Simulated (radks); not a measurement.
Results of a calculation; reference values are marked as such.
Ionisation of Rb16+, [Ar] 3d3, to Rb17+, [Ar] 3d2, under several functionals. Dirac Kohn-Sham, spin-unpolarised, spherical densities, point nucleus; open shells fill j = l - 1/2 first; a radial shooting solver on a logarithmic mesh with Libxc functionals.

| functional | E(Rb16+) (hartree) | Exc (hartree) | IE (eV) | -e(HOMO) (eV) | <r> HOMO (bohr) | IE error (eV) |
|---|---|---|---|---|---|---|
| SOGGA | -2850.31550 | -81.25810 | 599.56 | 573.83 | 0.4307 | -1.4 |
| LDA (Slater exchange, VWN5 correlation) | -2848.61819 | -79.53320 | 600.20 | 574.44 | 0.4303 | -0.8 |
| exchange-only PBE | -2851.28664 | -82.24571 | 598.09 | 572.35 | 0.4309 | -2.9 |
| LDA (Slater exchange, Perdew-Zunger correlation) | -2848.60889 | -79.52415 | 600.18 | 574.42 | 0.4303 | -0.8 |

NIST Atomic Spectra Database: 601 eV (theoretical). Closest: LDA (Slater exchange, VWN5 correlation). The Delta-SCF values span 2.11 eV, the total energies 2.68 hartree. The highest occupied level is 3d3/2. Spin polarisation and multiplet splitting are left out, so open shells lie too high by an amount that depends on their filling.

Beside tabulated values, note that spin-unpolarised runs miss the spin-polarisation part of the exchange energy of open shells.
